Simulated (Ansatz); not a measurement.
## One elementary step

Start structure (Si$_{4}$H$_{11}$ClO$_{4}$, closed shell), relaxed at PBE0-D4/def2-TZVP:

Si1  (-0.289, -0.539, -0.433)
O2  (-0.328, 0.802, -1.302)
Si3  (0.328, 2.216, -1.811)
O4  (-0.359, -0.272, 1.146)
Si5  (0.232, 0.378, 2.532)
O6  (-1.529, -1.460, -0.874)
Si7  (-2.311, -2.886, -0.662)
Cl8  (1.438, -1.582, -0.856)
H9  (2.870, 1.913, 0.675)
O10  (2.233, 1.254, 0.390)
H11  (-0.578, 2.739, -2.865)
H12  (1.670, 1.995, -2.400)
H13  (0.395, 3.201, -0.705)
H14  (0.298, 1.856, 2.445)
H15  (1.562, -0.192, 2.857)
H16  (-0.724, 0.001, 3.604)
H17  (-3.573, -2.828, -1.436)
H18  (-1.466, -4.002, -1.155)
H19  (-2.612, -3.093, 0.778)
H20  (2.741, 0.501, 0.074)
(Å)

The step: Si₄H₉ClO₃ ([SiH3][O][Si]([Cl])([O][SiH3])[O][SiH3]) + H₂O → Si₃H₇ClO₃ ([OH][Si]([Cl])([O][SiH3])[O][SiH3]) + SiH₄O ([OH][SiH3]); bonds formed: Si1–O10, O2–H9; bonds broken: Si1–O2, H9–O10. Program: Ansatz 0.2.0. Basis: def2-TZVPP and def2-QZVPP. Cores are frozen in the correlated methods. Extrapolation: Hartree–Fock as exp(−7.88 √X), correlation as X^−2.97. Energies below are by CCSD(T) at an estimated basis limit (MP2 extrapolated from triple and quadruple zeta, plus CCSD(T) − MP2 in triple zeta).

(1) What are the electronic barrier and the energy of the step, from the start structure to the end structure? (Judge from chemistry; the value comes from the calculation.)

T1 diagnostic: at most 0.012.

Answers

(1) The calculation gives: Barrier 32.12 kcal/mol; step energy 4.64 kcal/mol (uphill); reverse barrier, their difference, 27.48 kcal/mol. Barrier and step energy count from the start structure, the reverse barrier from the end structure.

The saddle point: One imaginary mode of 941i cm⁻¹.
```json
{"pair": "Si1–O10", "start (Å)": "3.20", "saddle (Å)": "1.79", "end (Å)": "1.64"}
{"pair": "O2–H9", "start (Å)": "3.92", "saddle (Å)": "1.30", "end (Å)": "0.97"}
{"pair": "Si1–O2", "start (Å)": "1.60", "saddle (Å)": "1.87", "end (Å)": "3.27"}
{"pair": "H9–O10", "start (Å)": "0.96", "saddle (Å)": "1.12", "end (Å)": "1.94"}
```

Zero-point energy (harmonic, PBE0-D4): ZPE is 73.93 kcal/mol at the start and 72.81 kcal/mol at the saddle, so the barrier goes from 32.12 to 31.00 kcal/mol.

Labels in which every atom is bracketed show which atoms are joined, not bond orders.

For scale, one of the runs: CCSD(T)/def2-TZVPP, 488 basis functions, launched by `ansatz run in.yaml --threads 4 --pin off --events-out ev --progress --plain --max-ram 66560MiB --backend cuda --devices 0, --max-vram 37GiB`. Hardware: 4 CPU threads of an AMD EPYC 7R13 and a share of one NVIDIA H100, shared host. Wall time 66 s; peak host memory 1.3 GiB.
